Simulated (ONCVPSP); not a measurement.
# C ONCV: all-electron and pseudo phase curves

* Element: carbon
* Generator: ONCVPSP 4.0.1
* Type: optimised norm-conserving Vanderbilt (ONCV)
* Functional: PBEsol
* Relativity: scalar-relativistic
* Frozen core: [He]
* Valence charge: 4
* Reference configuration: 2s1.75 2p2.25
* Partial waves: 2s: rc 1.15 bohr, ncon 5, nbas 8, qcut 5.7 1/bohr, 2 projectors, debl 0.5 Ha; 2p: rc 2.55 bohr, ncon 4, nbas 8, qcut 5.5 1/bohr, 2 projectors, debl 2.1 Ha; d scattering state at 0.33 Ha: rc 2.70 bohr, ncon 4, nbas 8, qcut 4 1/bohr, 1 projector
* Local potential: polynomial inside 1.00 bohr (lpopt 5, dvloc0 3 Ha)
* Core correction: polynomial model core, fcfact 0.65

In the s channel the program set the typed energies aside and used -0.506, 0.250 Ha.

The phase is arctan(r·R′/R) of the radial function R(r), unwrapped; energies in Ha, scanned from -2 to 5 Ha. A pole is an energy at which the radial function vanishes at the test radius. The pseudo phase is shifted by a multiple of π to meet the all-electron one at the reference energy, and phase errors are pseudo minus all-electron; the curves can meet again beyond the range given. Levels narrower than the energy grid can be missing from the lists of poles.

```json
{"channel": "s", "radius (bohr)": "1.16", "reference energy (Ha)": "-0.51", "poles, all-electron": "3.79", "poles, pseudo": "3.77", "unbroken range about the reference energy with phases within 0.05 rad": "the whole range", "phase error 1 Ha above the reference energy (rad)": "+0.000"}
{"channel": "p", "radius (bohr)": "2.60", "reference energy (Ha)": "-0.20", "poles, all-electron": "0.00, 2.30", "poles, pseudo": "0.00, 2.30", "unbroken range about the reference energy with phases within 0.05 rad": "below 3.4", "phase error 1 Ha above the reference energy (rad)": "+0.024"}
{"channel": "d", "radius (bohr)": "2.74", "reference energy (Ha)": "0.33", "poles, all-electron": "1.39, 4.19", "poles, pseudo": "1.41, 4.08", "unbroken range about the reference energy with phases within 0.05 rad": "below 2.0", "phase error 1 Ha above the reference energy (rad)": "+0.005"}
```

Phases in the p channel:

```
E (Ha)  all-electron  pseudo
 -1.98         1.321   1.321
 -1.62         1.284   1.284
 -1.26         1.224   1.224
 -0.90         1.104   1.105
 -0.54         0.684   0.685
 -0.18        -1.215  -1.215
  0.18        -1.761  -1.759
  0.54        -2.243  -2.233
  0.90        -3.691  -3.674
  1.26        -4.363  -4.361
  1.62        -4.554  -4.554
  1.98        -4.651  -4.651
  2.34        -4.719  -4.719
  2.70        -4.784  -4.781
  3.06        -4.869  -4.857
  3.42        -5.035  -4.986
  3.78        -5.742  -5.358
  4.14        -7.292  -6.810
  4.50        -7.608  -7.470
  4.86        -7.713  -7.639
```
